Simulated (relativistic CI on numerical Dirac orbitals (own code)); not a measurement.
Pr²⁺: 4f valence photoemission

Computed with this model: Dirac-Coulomb-Breit CI, KLI orbitals optimised for each configuration, model QED (radiative potential, 1s self-energy scaled to tabulated hydrogen-like ionisation energies), valence Slater integrals scaled by 0.7, multiplet model of photoemission in the sudden approximation; configurations [Xe] 4f3 → [Xe] 4f2; 300 K; Lorentzian 0.1 eV and Gaussian 0.3 eV FWHM. Energies are those of the free ion, without screening or charge transfer. The energies are binding energies and can lie tens of eV above those of solids. S is read from ⟨S²⟩ = S(S + 1).

free ion: ground-state S = 1.47, centroid 19.17 eV. Peaks (eV, height): 19.0 (100), 19.6 (34).

Strongest unbroadened transitions for free ion:

| Energy (eV) | Relative strength |
| --- | --- |
| 18.84 | 0.1 |
| 19.01 | 100.0 |
| 19.10 | 0.1 |
| 19.27 | 13.9 |
| 19.37 | 0.0 |
| 19.43 | 0.0 |
| 19.54 | 0.4 |
| 19.60 | 29.1 |
| 19.75 | 0.2 |
| 19.77 | 3.4 |
| 20.10 | 0.3 |
| 21.41 | 0.0 |
